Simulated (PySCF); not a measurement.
Ta(NH)(Cl)2(Me) (CH₄Cl₂NTa), SMILES [Cl][Ta]([Cl])([CH3])=[NH], multiplicity 1.

Geometry: PBE0-D3(BJ)/def2-SVP. The multiplicity is an assumed one; no other spin state was optimised. The structure was generated by enumeration; whether it is a known compound was not checked. The def2 effective core potentials stand for the cores of Ta; spin–orbit coupling is left out.

Calculation: TDA-M06-2X/def2-SVPD (PySCF).

Vertical excitations. Gas-phase values at a fixed geometry. State labels are in the subgroup Cs.

| state | symmetry | energy (eV) | λ (nm) | f | main pairs |
|---|---|---|---|---|---|
| S1 | A" | 4.75 | 261 | 0.001 | HOMO−1→LUMO 90 % |
| S2 | A' | 4.86 | 255 | 0.005 | HOMO→LUMO 94 % |
| S3 | A" | 5.00 | 248 | 0.002 | HOMO→LUMO+1 59 %, HOMO−2→LUMO 27 % |
| S4 | A" | 5.27 | 235 | 0.001 | HOMO−2→LUMO 62 %, HOMO→LUMO+1 23 % |
| S5 | A' | 5.44 | 228 | 0.009 | HOMO−1→LUMO+1 85 % |
| S6 | A' | 5.90 | 210 | 0.029 | HOMO−2→LUMO+1 85 % |
| S7 | A" | 6.04 | 205 | 0.008 | HOMO→LUMO+2 35 %, HOMO−1→LUMO+4 24 %, HOMO→LUMO+5 13 %, HOMO→LUMO+1 7 % |
| S8 | A' | 6.20 | 200 | 0.009 | HOMO−1→LUMO+2 75 % |
| S9 | A" | 6.27 | 198 | 0.006 | HOMO→LUMO+2 49 %, HOMO−1→LUMO+4 29 % |
| S10 | A' | 6.48 | 191 | 0.017 | HOMO−3→LUMO 67 %, HOMO−5→LUMO 14 % |
| T1 | A" | 4.42 | 280 | 0 | HOMO−1→LUMO 81 %, HOMO−2→LUMO 15 % |
| T2 | A' | 4.50 | 275 | 0 | HOMO→LUMO 68 %, HOMO−1→LUMO+1 13 % |
| T3 | A' | 4.70 | 264 | 0 | HOMO−1→LUMO+1 59 %, HOMO→LUMO 23 % |
| T4 | A" | 4.85 | 256 | 0 | HOMO−2→LUMO 46 %, HOMO→LUMO+1 33 %, HOMO−1→LUMO 8 % |
Triplets are in the Tamm–Dancoff approximation.
